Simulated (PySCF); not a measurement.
A structure optimised at B3LYP-D3(BJ)/def2-TZVP, used in a PySCF frequency run:

```
Al
N 1 1.7730
H 2 1.0076 1 126.35
H 2 1.0077 3 110.02 1 180.00
N 1 1.7730 2 120.21 3 0.00
H 5 1.0076 1 126.35 2 0.00
H 5 1.0077 6 110.02 1 180.00
H 1 1.5732 2 119.90 3 180.00
```
Charge 0, spin multiplicity 1.

Task: Write its SMILES, formula and point group.

Result: [NH2][AlH][NH2], AlH5N2, C2v

Task: What are its rotational constants (standard atomic weights)?

Result: 26.601, 6.0404, 4.9226 GHz
